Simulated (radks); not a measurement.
Species: neutral phosphorus. Configuration: [Ne] 3s2 3p2 7d1 (not the ground configuration).

Method: scalar-relativistic Kohn-Sham, LDA (Slater exchange, Perdew-Wang correlation), spin-polarised, spherical densities, finite nucleus; open shells are filled with parallel spins first; Fermi nuclear charge, rms radius 3.1889 fm; computed with a radial shooting solver on a logarithmic mesh with Libxc functionals.

Energy parts (hartree):
part                      energy
total                 -340.47585
kinetic                341.26392
electron-nucleus      -808.50579
Hartree                148.38075
exchange-correlation   -21.61473

Orbitals (lengths in bohr, moments of r in powers of bohr; <r^-3> diverges for s and p1/2; r(90%) holds 90 % of the orbital's charge):
| orbital | occ. | eigenvalue (hartree) | <r^-3> | <r^4> | r(90%) | <r^2> |
|---|---|---|---|---|---|---|
| 1s up | 1 | -76.66238 | - | 0.0005461 | 0.186 | 0.01453 |
| 1s down | 1 | -76.65221 | - | 0.0005459 | 0.186 | 0.01453 |
| 2s up | 1 | -6.72517 | - | 0.1943 | 0.821 | 0.3252 |
| 2s down | 1 | -6.71340 | - | 0.1928 | 0.820 | 0.3244 |
| 2p up | 3 | -4.94025 | 63.44 | 0.1942 | 0.814 | 0.2971 |
| 2p down | 3 | -4.92556 | 63.46 | 0.1920 | 0.813 | 0.2961 |
| 3s up | 1 | -0.85789 | - | 23.53 | 2.73 | 3.793 |
| 3s down | 1 | -0.78550 | - | 25.01 | 2.77 | 3.876 |
| 3p up | 2 | -0.52456 | 4.797 | 47.70 | 3.26 | 5.241 |
| 3p down | 0 | -0.45756 | 4.594 | 55.84 | 3.38 | 5.582 |
| 7d up | 1 | -0.01030 | 0.002047 | 1.263e+07 | 71.0 | 3134 |
| 7d down | 0 | -0.00849 | 0.006893 | 8205000 | 69.9 | 2149 |

The highest occupied level is 7d up at -0.280 eV. The configuration is held as typed, so some empty levels lie below it. The electron density at the nucleus is 2375 e/bohr^3 (large components only). Spin moment in Bohr magnetons: 3. The spin density at the nucleus is -0.1136 e/bohr^3 (1s -0.1549, 2s -0.0127, 3s 0.0540). Summed over all electrons, <r^2> = 3155 bohr^2, which gives a Langevin (diamagnetic) susceptibility term of -2.5e+03 x 10^-6 cm^3/mol.
